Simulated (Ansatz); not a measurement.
Coupled-cluster diagnostics for AsH2(OMe) (CH5AsO), Ansatz.

Geometry of the singlet (B3LYP-D4/def2-TZVP):

```xyz
8

As   -0.5050   -0.6283   -1.3729
H    -1.6264    0.1558   -2.0500
H     0.5677    0.1849   -2.1242
O    -0.5706    0.3920    0.1267
C     0.3532    0.0350    1.1419
H     0.3049   -1.0318    1.3924
H     0.0931    0.6118    2.0297
H     1.3832    0.2805    0.8562
```

Correlated methods freeze 11 core orbitals; core or outer-core shells of As are correlated, in sets that lack core-valence functions. In CCSD on the charge 1 doublet the largest single amplitude is 0.37, so its Hartree–Fock determinant may place the open shell otherwise than the density functionals do.

**Question.** Estimate the CCSD(T) correlation energy, the shares of MP2 and (T), T1 and the reference's ⟨S²⟩ for: charge 0, singlet, own geometry in def2-TZVPP; charge 1, doublet, vertical in def2-TZVPP; and the rough time on 4 threads of Arm Neoverse V1 on a shared host.

**Answer.** 
| state | basis | correlation (eV) | MP2 share (%) | (T) share (%) | T1 | ⟨S²⟩ (pure) | wall time | remarks |
| --- | --- | --- | --- | --- | --- | --- | --- | --- |
| charge 0, singlet, own geometry | def2-TZVPP | -20.186 | 93.1 | 3.6 | 0.012 | 0.00 (0.00) | 44 s | – |
| charge 1, doublet, vertical | def2-TZVPP | -19.289 | 89.5 | 3.7 | 0.057 | 0.78 (0.75) | 8.8 min | large T1 (0.057) |
Customary marks for T1 are 0.02 (closed shells), 0.045 (open shells) and about 0.05 (3d metals). T1 exceeds 0.02 in 1 of 2 rows and 0.045 in 1; the higher it lies, the less the single-reference result can be trusted.
